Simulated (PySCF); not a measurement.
Sn(vinyl)(NCO)3, C₅H₃N₃O₃Sn.
Structure used (PBE0-D3(BJ)/def2-SVP), in Å, numbered top down from 1:
```
atom  x, y, z in Å
Sn1   -0.3020    0.0517    0.0972
C2    -0.3172   -0.1955    2.1761
C3     0.8349   -0.4136    2.8127
H4    -1.2704   -0.1290    2.7096
H5     1.7914   -0.4783    2.2827
H6     0.8655   -0.5359    3.9012
N7     1.6084   -0.1578   -0.5038
C8     2.3781   -0.1227   -1.4335
O9     3.1717   -0.1059   -2.2880
N10   -0.9479    1.8589   -0.4851
C11   -1.3015    2.5958   -1.3718
O12   -1.6537    3.3546   -2.1849
N13   -1.4192   -1.2640   -0.9254
C14   -1.6165   -1.9334   -1.9079
O15   -1.8543   -2.6010   -2.8349
```

Computed with PySCF 2.14.0, PBE0-D3(BJ)/def2-SVP geometry optimisation, gas phase, def2 core potentials past Kr.

Take the most abundant isotopes and a rigid rotor. The values belong to one conformer.

Task: What are A, B and C (GHz)?

Result: Ia = 922.59, Ib = 992.01, Ic = 1058.79 u·Å²; 505379 MHz·u·Å²/I gives 547.8, 509.4 and 477.3 MHz, that is A = 0.5478, B = 0.5094, C = 0.4773 GHz.

Task: What kind of rotor is it?

Result: An asymmetric top; Ray's κ = -0.088.

Task: Is it planar, by Δ = Ic − Ia − Ib?

Result: Not planar: Δ = Ic − Ia − Ib = -855.81 u·Å². For a rigid frame Δ = −2 Σ m c², so Σ m c² = 427.91 u·Å² lies off the ab plane: 7.40 from hydrogen and 420.51 from heavier atoms. The atom farthest from that plane is 3.45 Å away.

Task: Give the other two planar moments, Paa and Pbb, and the rms extents of the mass along the axes.

Result: Paa = Σ m a² = (Ib + Ic − Ia)/2 = 564.10 and Pbb = Σ m b² = (Ia + Ic − Ib)/2 = 494.69 u·Å². With the mass M = 272.92 u, the rms extents √(P/M) along a, b and c are 1.44, 1.35, 1.25 Å.

Task: List the rotational levels J(Ka,Kc) to J = 4 (MHz).

Result: Above 0(0,0):
J = 1: 1(0,1) 987, 1(1,1) 1025, 1(1,0) 1057
J = 2: 2(0,2) 2947, 2(1,2) 2967, 2(1,1) 3063, 2(2,1) 3178, 2(2,0) 3191
J = 3: 3(0,3) 5864, 3(1,3) 5871, 3(1,2) 6060, 3(2,2) 6138, 3(2,1) 6195, 3(3,1) 6417, 3(3,0) 6421
J = 4: 4(0,4) 9733, 4(1,4) 9735, 4(1,3) 10033, 4(2,3) 10074, 4(2,2) 10208, 4(3,2) 10383, 4(3,1) 10407, 4(4,1) 10749, 4(4,0) 10750
Those of J = 1 are B + C, A + C and A + B.

Task: Which types of transition are allowed, and where do some lines up to J = 2 fall?

Result: The dipole components are |μa| = 4.51 D, |μb| = 1.49 D, |μc| = 2.51 D. The squared components, which scale the intensities, stand as 1.00 : 0.11 : 0.31 (a : b : c). Some lines, for components of 0.1 D or more:

```csv
type,branch,"J(Ka,Kc)",MHz,lower level (cm⁻¹)
a,R,"1(0,1) ← 0(0,0)",987,0.000
b,R,"1(1,1) ← 0(0,0)",1025,0.000
c,R,"1(1,0) ← 0(0,0)",1057,0.000
b,R,"2(0,2) ← 1(1,1)",1922,0.034
a,R,"2(1,2) ← 1(1,1)",1941,0.034
a,R,"2(0,2) ← 1(0,1)",1960,0.033
b,R,"2(1,2) ← 1(0,1)",1980,0.033
a,R,"2(1,1) ← 1(1,0)",2006,0.035
c,R,"2(1,1) ← 1(0,1)",2076,0.033
b,R,"2(2,1) ← 1(1,0)",2121,0.035
c,R,"2(2,0) ← 1(1,0)",2134,0.035
c,R,"2(2,1) ← 1(1,1)",2153,0.034
b,R,"2(2,0) ← 1(1,1)",2166,0.034
```

Atoms past krypton carry def2 core potentials. Stationary, but not proved a minimum. Zero-point vibration and centrifugal distortion are left out. Quadrupole hyperfine structure (14N) is left out.
